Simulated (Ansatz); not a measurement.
[In(OMe)H3]- (CH6InO⁻). Charge -1, multiplicity 3. Geometry r2SCAN-D4/def2-TZVPD, that of the charge -1 singlet.

```xyz
9

In    0.2265   -0.8436    1.2410
O    -0.0109    0.9861    0.2294
C    -0.2135    0.9055   -1.1338
H     0.6183    0.4093   -1.6802
H    -0.3145    1.9163   -1.5775
H    -1.1345    0.3498   -1.4160
H    -1.2708   -1.7454    0.9243
H     0.4559   -0.3725    2.9252
H     1.6434   -1.6055    0.4878
```

In the def2 sets In takes a core potential; there is no spin–orbit coupling. At PBE-D4/def2-TZVPD, r2SCAN-D4/def2-TZVPD, PBE0-D4/def2-TZVPD the highest occupied level of the charge -1 triplet lies above zero (up to 1.93 eV). By energy differences it is unbound by 0.75 eV (vertical, against the charge 0 doublet, at r2SCAN-D4/def2-TZVPD) and held by the finite basis. At PBE0-D4/def2-TZVPD a singlet of charge -1 lies 4.51 eV below the triplet at the same geometry.

Q: Estimate the α-spin orbital energies around the gap (eV) in Ansatz with PBE-D4/def2-TZVPD, r2SCAN-D4/def2-TZVPD, PBE0-D4/def2-TZVPD.

A: 
```json
{"orbital": "HOMO−5", "PBE-D4/def2-TZVPD": "-6.47", "r2SCAN-D4/def2-TZVPD": "-6.73", "PBE0-D4/def2-TZVPD": "-7.74"}
{"orbital": "HOMO−4", "PBE-D4/def2-TZVPD": "-4.44", "r2SCAN-D4/def2-TZVPD": "-5.19", "PBE0-D4/def2-TZVPD": "-6.90"}
{"orbital": "HOMO−3", "PBE-D4/def2-TZVPD": "-3.87", "r2SCAN-D4/def2-TZVPD": "-4.38", "PBE0-D4/def2-TZVPD": "-5.89"}
{"orbital": "HOMO−2", "PBE-D4/def2-TZVPD": "-3.74", "r2SCAN-D4/def2-TZVPD": "-3.87", "PBE0-D4/def2-TZVPD": "-4.49"}
{"orbital": "HOMO−1", "PBE-D4/def2-TZVPD": "-3.23", "r2SCAN-D4/def2-TZVPD": "-3.40", "PBE0-D4/def2-TZVPD": "-4.17"}
{"orbital": "HOMO", "PBE-D4/def2-TZVPD": "1.84", "r2SCAN-D4/def2-TZVPD": "1.93", "PBE0-D4/def2-TZVPD": "1.62"}
{"orbital": "LUMO", "PBE-D4/def2-TZVPD": "2.20", "r2SCAN-D4/def2-TZVPD": "2.52", "PBE0-D4/def2-TZVPD": "2.81"}
{"orbital": "LUMO+1", "PBE-D4/def2-TZVPD": "2.64", "r2SCAN-D4/def2-TZVPD": "2.78", "PBE0-D4/def2-TZVPD": "3.06"}
{"orbital": "LUMO+2", "PBE-D4/def2-TZVPD": "2.99", "r2SCAN-D4/def2-TZVPD": "3.18", "PBE0-D4/def2-TZVPD": "3.50"}
{"orbital": "LUMO+3", "PBE-D4/def2-TZVPD": "3.03", "r2SCAN-D4/def2-TZVPD": "3.21", "PBE0-D4/def2-TZVPD": "3.51"}
{"orbital": "LUMO+4", "PBE-D4/def2-TZVPD": "3.18", "r2SCAN-D4/def2-TZVPD": "3.46", "PBE0-D4/def2-TZVPD": "3.79"}
{"orbital": "LUMO+5", "PBE-D4/def2-TZVPD": "3.19", "r2SCAN-D4/def2-TZVPD": "3.46", "PBE0-D4/def2-TZVPD": "3.79"}
{"orbital": "β HOMO", "PBE-D4/def2-TZVPD": "-3.05", "r2SCAN-D4/def2-TZVPD": "-3.24", "PBE0-D4/def2-TZVPD": "-4.02"}
{"orbital": "β LUMO", "PBE-D4/def2-TZVPD": "-2.79", "r2SCAN-D4/def2-TZVPD": "-2.67", "PBE0-D4/def2-TZVPD": "-1.94"}
```
